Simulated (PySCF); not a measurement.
F₃GeH₃OSi, SMILES [O]([Ge]([F])([F])[F])[SiH3].

The structure is a stationary point at r2SCAN-D4/def2-SVP. One conformer was computed; it need not be the lowest.

Level of theory: TDA-PBE/def2-SVPD in PySCF.

Vertical excitations. The molecule is in vacuum.

Computed excitation energies, oscillator strengths and character:
| state | energy (eV) | λ (nm) | f | main pairs |
|---|---|---|---|---|
| S1 | 5.59 | 222 | 0.003 | HOMO→LUMO 99 % |
| S2 | 5.84 | 212 | 0.011 | HOMO−1→LUMO 99 % |
| S3 | 7.33 | 169 | 0.002 | HOMO−2→LUMO 98 % |
| S4 | 7.39 | 168 | 0.005 | HOMO−3→LUMO 98 % |
| S5 | 7.54 | 164 | 0.000 | HOMO−4→LUMO 95 % |
| S6 | 7.55 | 164 | 0.000 | HOMO→LUMO+1 93 % |
| S7 | 7.80 | 159 | 0.006 | HOMO−1→LUMO+1 97 % |
| S8 | 7.95 | 156 | 0.014 | HOMO−5→LUMO 84 %, HOMO−8→LUMO 13 % |
| S9 | 8.03 | 154 | 0.038 | HOMO−6→LUMO 81 %, HOMO−9→LUMO 14 % |
| S10 | 8.09 | 153 | 0.032 | HOMO→LUMO+2 94 % |
| T1 | 5.36 | 231 | 0 | HOMO→LUMO 100 % |
| T2 | 5.59 | 222 | 0 | HOMO−1→LUMO 99 % |
| T3 | 7.05 | 176 | 0 | HOMO−2→LUMO 89 % |
| T4 | 7.06 | 175 | 0 | HOMO−3→LUMO 98 % |
Triplets are in the Tamm–Dancoff approximation.
